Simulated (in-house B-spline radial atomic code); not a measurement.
Radial electron density of Sr⁺, [Ne] 3s2 (3p1/2)2 (3p3/2)3 3d10 4s2 4p6 5s1 (9g7/2)1. Computed with a radial B-spline atomic code at the basis-set limit: Dirac-Hartree-Fock, average of the jj configuration, Fermi nucleus of rms radius 4.224 fm.

Columns: r (bohr), 4πr²n(r) (electrons per bohr), bar.

```
 0.00157    1.337 #
 0.00206    2.171 ##
  0.0027    3.478 ###
 0.00355    5.518 ####
 0.00467    8.584 #######
 0.00613    12.96 ##########
 0.00805    18.92 ###############
  0.0106    26.47 ####################
  0.0139    34.77 ###########################
  0.0183     42.5 #################################
   0.024     47.2 ####################################
  0.0315    47.18 ####################################
  0.0414    43.08 #################################
  0.0544    39.49 ##############################
  0.0714    42.34 ################################
  0.0938    51.59 ########################################
   0.123    57.36 ############################################
   0.162    50.07 ######################################
   0.213    36.81 ############################
   0.279    34.24 ##########################
   0.367    40.02 ###############################
   0.482    35.53 ###########################
   0.633     20.1 ###############
   0.832    9.818 ########
    1.09      8.2 ######
    1.44    6.661 #####
    1.89    3.255 ##
    2.48    1.103 #
    3.25   0.4981 
    4.28   0.2292 
    5.62  0.05482 
    7.38  0.01221 
    9.69 0.006424 
    12.7 0.0002334 
    16.7  0.01014 
      22 0.0003474 
    28.9  0.01034 
    37.9  0.01225 
    49.8 3.353e-07 
    65.4  0.03462 
    85.9 0.003442 
     113 8.226e-06 
     148 3.985e-10 
     195 1.559e-15
```

On this grid the curve has 6 maxima, near 0.024, 0.123, 0.367, 16.7, 37.9, 65.4 bohr.

The 3p3/2 radial function P(r) = rR(r), positive near the nucleus, with its small component Q(r) (sign convention: Q ≈ (P' + κP/r)/2c):

```
r (bohr)          P           Q
 0.00157   0.001608   -0.000112
  0.0027   0.004605  -0.0003208
 0.00467    0.01313  -0.0009146
 0.00805    0.03621   -0.002522
  0.0139    0.09557   -0.006659
   0.024     0.2326    -0.01626
  0.0414     0.4904    -0.03477
  0.0714      0.796    -0.05964
   0.123     0.7237    -0.06937
   0.213     -0.289    -0.03405
   0.367     -1.463     0.01866
   0.633     -1.149     0.02358
    1.09    -0.2589    0.005147
    1.89   -0.02182   0.0002627
    3.25  -0.002445   1.853e-05
```
